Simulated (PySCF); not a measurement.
Compound: C3H8O2Si.
Structure used (PBE0-D3(BJ)/def2-SVP), in Å, numbered top down from 1:
```
atom  x, y, z in Å
C1    -2.2073    1.0537    0.7871
Si2   -1.5502   -0.6394    0.3762
O3     0.1731   -0.6573    0.3795
C4     0.8176    0.0649   -0.5435
C5     2.3073   -0.0636   -0.4438
O6     0.2306    0.7355   -1.3567
H7    -1.9438    1.7629   -0.0103
H8    -1.7845    1.4133    1.7377
H9    -3.3035    1.0239    0.8893
H10   -2.0360   -1.1530   -0.9343
H11   -1.8701   -1.6234    1.4474
H12    2.5949   -1.1151   -0.5908
H13    2.6372    0.2214    0.5657
H14    2.7898    0.5690   -1.1967
```

The calculation used core-valence-separated Tamm–Dancoff BHandHLYP/aug-pcX-1 (pcseg-1 on H, def2-SVPD on Si) in PySCF, non-relativistic, gas phase, PBE0-D3(BJ)/def2-SVP geometry. Absolute energies from this functional tend to lie a few eV below measured edges; no shift was applied.

Q: List the oxygen K-edge absorption lines.

A: 
```tsv
E (eV)	f	core hole on	main final orbital	polarisation
529.46	0.0452	O6	LUMO+2 (56 %)	normal to the local trigonal plane
532.64	0.0186	O3	LUMO+2 (57 %)	–
533.48	0.0000	O6	LUMO (61 %)	–
533.72	0.0110	O3	LUMO+3 (34 %)	–
534.22	0.0013	O6	LUMO+1 (62 %)	mixed
534.44	0.0047	O6	LUMO+3 (39 %)	in the local trigonal plane
534.60	0.0029	O6	LUMO+5 (33 %)	in the local trigonal plane
534.68	0.0089	O3	LUMO (39 %)	–
534.92	0.0010	O6	LUMO+4 (40 %)	–
534.96	0.0095	O3	LUMO+1 (33 %)	–
535.12	0.0020	O6	LUMO+6 (38 %)	in the local trigonal plane
```

The first line with a tenth or more of the strongest one's intensity is at 529.46 eV (f = 0.045), with the hole on O6 (carbonyl oxygen), polarised normal to the local trigonal plane: a 1s→π* resonance. It is also the strongest listed.

Q: Give energies, oscillator strengths and core holes at the C K edge.

A: 
| E (eV) | f | core hole on | main final orbital | polarisation |
| --- | --- | --- | --- | --- |
| 285.10 | 0.0879 | C4 | LUMO+2 (57 %) | normal to the local trigonal plane |
| 285.16 | 0.0035 | C1 | LUMO+1 (84 %) | – |
| 285.44 | 0.0046 | C5 | LUMO+2 (67 %) | – |
| 285.75 | 0.0067 | C5 | LUMO (85 %) | – |
| 285.78 | 0.0221 | C1 | LUMO+3 (42 %) | – |
| 286.01 | 0.0172 | C1 | LUMO+8 (30 %) | – |
| 286.20 | 0.0223 | C1 | LUMO+5 (30 %) | – |
| 286.45 | 0.0265 | C1 | spread | – |
| 286.70 | 0.0348 | C5 | spread | – |
| 286.78 | 0.0008 | C1 | LUMO+4 (46 %) | – |
| 286.89 | 0.0299 | C5 | spread | – |
| 287.05 | 0.0026 | C1 | LUMO (55 %) | – |
| 287.24 | 0.0050 | C1 | LUMO+9 (61 %) | – |
| 287.35 | 0.0005 | C1 | spread | – |
| 287.38 | 0.0007 | C5 | LUMO+3 (40 %) | – |

The first line with a tenth or more of the strongest one's intensity is at 285.10 eV (f = 0.088), with the hole on C4 (carbonyl carbon), polarised normal to the local trigonal plane: a 1s→π* resonance. It is also the strongest listed.

Roots within 0.03 eV whose holes lie on the same, on equivalent or on shared atoms are summed into one line, and the highest roots are left out, as the search may have cut off their partners. Final orbitals are the ground state's empty Kohn–Sham orbitals. A dash: too weak, shared between unlike atoms, or no plane or axis to refer to.

Q: What is the summed oscillator strength of the listed O K lines, and their intensity-weighted mean energy?

A: Σf = 0.105 over 11 lines from 529.46 to 535.12 eV; the weighted mean is 531.99 eV. The strongest line holds 43 % of the sum.

The ionisation thresholds weren't computed; near and above them a finite basis only mimics Rydberg series and continuum.

Time: 18 s wall. Hardware: an Arm Neoverse V2 with one thread (shared host).

One conformer stands for the species.
